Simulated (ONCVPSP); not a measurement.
**Reading a pseudo-wave (palladium)**

Columns: radius, all-electron u(r) and pseudo u(r) of the 4s shell (level -85.33 eV) of palladium in the configuration [Ar] 3d10 4s2 4p6 4d10; PBE, scalar-relativistic, ONCV scheme, ONCVPSP 4.0.1.

| r (bohr) | all-electron | pseudo |
| --- | --- | --- |
| 0.078 | 0.3962 | 0.1153 |
| 0.155 | 0.0530 | 0.2322 |
| 0.232 | -0.5354 | 0.3541 |
| 0.310 | -0.6428 | 0.4823 |
| 0.388 | -0.3553 | 0.6126 |
| 0.465 | 0.0785 | 0.7383 |
| 0.542 | 0.4987 | 0.8544 |
| 0.620 | 0.8325 | 0.9547 |
| 0.698 | 1.0528 | 1.0306 |
| 0.775 | 1.1681 | 1.0769 |
| 0.852 | 1.2014 | 1.0925 |
| 0.930 | 1.1740 | 1.0772 |
| 1.008 | 1.1065 | 1.0341 |
| 1.085 | 1.0168 | 0.9696 |
| 1.162 | 0.9164 | 0.8896 |
| 1.240 | 0.8123 | 0.7996 |
| 1.318 | 0.7115 | 0.7067 |
| 1.395 | 0.6185 | 0.6172 |
| 1.472 | 0.5337 | 0.5335 |
| 1.550 | 0.4568 | 0.4567 |
| 1.628 | 0.3890 | 0.3889 |
| 1.705 | 0.3306 | 0.3305 |
| 1.782 | 0.2800 | 0.2799 |
| 1.860 | 0.2359 | 0.2359 |
| 1.938 | 0.1983 | 0.1983 |
| 2.015 | 0.1667 | 0.1667 |

How many radial nodes do the two functions have?

The all-electron 4s function has n − l − 1 = 3 (the table is too coarse to show those close to the nucleus); the pseudo-wave has 0, since the states of the same l below it are removed with the core.

At about which radius was the pseudo-wave matched?

1.55 bohr. The columns agree to 0.0005 from 1.47 bohr on; several derivatives are matched, so the curves merge somewhat inside the radius.

Is the pseudo-wave norm-conserving?

Yes: the ONCV scheme keeps the norm inside the radius equal to the all-electron one, which fixes the energy derivative of the logarithmic derivative at the level.
